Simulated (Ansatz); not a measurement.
`CC[NH][GaH2]` + `[AlH2][SeH]` → `C[CH2][AlH][SeH]` + `[NH2][GaH2]` at 700 K and 1 bar (formal exchange of groups at a C–N bond).

Computed with Ansatz on PBE0-D4/def2-TZVP structures; ΔE is electronic, products minus reactants. CCSD(T)/CBS adds triple-zeta CCSD(T) − MP2 to the extrapolated MP2 energy (def2 sets, frozen cores). For Ga, Se outer-core shells are correlated without core-valence functions, which leaves a few kJ/mol of doubt a bond. Scalar relativity is left out up to krypton. One conformer a species, not always the lowest.

```tsv
species	CCSD(T)/CBS energy (Eh)	H − E (kJ/mol)	S (J/(mol·K))
`CC[NH][GaH2]`	-2059.56475	329.8	453.1
`[AlH2][SeH]`	-2644.54675	100.7	345.3
`C[CH2][AlH][SeH]`	-2723.08028	288.9	476.7
`[NH2][GaH2]`	-1981.05479	148.0	331.7
```

H − E and S are ideal-gas, rigid-rotor, harmonic terms from PBE0-D4/def2-TZVP, for one conformer and one mirror image of each species. 1 Eh = 2625.50 kJ/mol, R = 8.31446 J/(mol·K).

**Question.** By hand: ΔE, ΔH, ΔS and ΔG.

**Answer.** ΔE = (-2723.08028) + (-1981.05479) − (-2059.56475) − (-2644.54675) = -0.02357 Eh = -61.9 kJ/mol. Δ(H − E) = 288.9 + 148.0 − 329.8 − 100.7 = 6.4, so ΔH = -55.5 kJ/mol. ΔS = 476.7 + 331.7 − 453.1 − 345.3 = 10.0 J/(mol·K). ΔG = -55.5 − 700 × (10.0)/1000 = -62.5 kJ/mol.

**Question.** By hand: the equilibrium constant, and the temperature at which ΔG would vanish if ΔH and ΔS stayed fixed.

**Answer.** log₁₀ K = −ΔG/(RT ln 10) = 4.7. ΔH and −TΔS have one sign here, so there is no such temperature.

The number of gas molecules stays the same, so ΔS is small and ΔH decides. A doubt of 5 kJ/mol in ΔE shifts log₁₀ K by 0.4 here. Other conformers and mirror images would add mixing entropy, several J/(mol·K) or more a flexible species. These are equilibria of isolated gas molecules and say nothing of rates. Largest T1 diagnostic: 0.014 (customary marks: 0.02 for closed shells, 0.045 for open ones).

ΔS is within the doubt of such terms, so its sign, and with it that verdict, could turn.
